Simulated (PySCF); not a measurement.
# Highest orbital energy against ionisation energy along the second row

Calculated with PySCF 2.14, no spin-orbit coupling. Each cell gives −ε(HOMO) / ΔSCF in eV; NIST values include spin-orbit coupling, (s) semi-empirical, (t) theoretical.

```csv
species,UHF,LDA,PBE,PBE0,r2SCAN,NIST (lowest levels)
"B²⁺ (aug-cc-pVQZ-DK, spin-free X2C)",37.833 / 37.829,32.362 / 37.904,32.650 / 38.294,34.053 / 38.237,32.909 / 37.860,37.931
"C²⁺ (aug-cc-pVQZ-DK, spin-free X2C)",46.117 / 45.798,40.170 / 46.963,40.371 / 47.119,42.052 / 47.057,40.680 / 46.633,47.888
"N²⁺ (aug-cc-pVQZ-DK, spin-free X2C)",48.029 / 47.292,38.574 / 47.859,38.825 / 48.014,41.253 / 47.998,39.777 / 48.219,47.445 (s)
"O²⁺ (aug-cc-pVQZ-DK, spin-free X2C)",55.787 / 54.603,44.980 / 55.412,45.053 / 55.261,47.889 / 55.296,46.118 / 55.593,54.936 (s)
"F²⁺ (aug-cc-pVQZ-DK, spin-free X2C)",63.876 / 62.248,51.600 / 63.176,51.555 / 62.842,54.809 / 62.921,52.804 / 63.164,62.708 (s)
"Ne²⁺ (aug-cc-pVQZ-DK, spin-free X2C)",64.122 / 61.824,52.148 / 63.637,52.545 / 63.876,55.746 / 63.727,53.402 / 63.613,63.423
```

Task: How far is −ε(HOMO) from ΔSCF on average for each method, and why?

Result: UHF 1.03 eV; LDA -9.19 eV; PBE -9.07 eV; PBE0 -6.57 eV; r2SCAN -8.23 eV. Hartree-Fock orbital energies lack relaxation and so exceed the ΔSCF value; semilocal functionals have convex E(N) from self-interaction, so their HOMO lies far too high; exact exchange moves hybrids part of the way back.
